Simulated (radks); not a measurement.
The numbers below are computed, except where a source is named.
Problem. All-electron atom: Ru II in [Kr] 4d6 5s1 (not the ground configuration). Code: a radial shooting solver on a logarithmic mesh with Libxc functionals. Model: Dirac Kohn-Sham, PBE, spin-unpolarised, spherical densities, finite nucleus; open shells are shared between the two j in proportion to 2j + 1; Fermi nuclear charge, rms radius 4.4809 fm.

Spin-orbit splittings of the eigenvalues, e(l+1/2) - e(l-1/2), with zeta = 2 splitting/(2l+1) and mean radii in bohr:

shell  occ.  splitting (eV)  zeta (eV)  <r> j=l-1/2  <r> j=l+1/2
2p        6               ?          ?       0.1236       0.1284
3p        6           22.21      14.81       0.3956       0.4063
3d       10           4.328      1.731       0.3821       0.3856
4p        6           3.418      2.278        1.101        1.131
4d        6          0.3605     0.1442        1.556        1.575

Estimate the 2p splitting.

Solution. 130.9 eV (zeta = 87.28 eV).
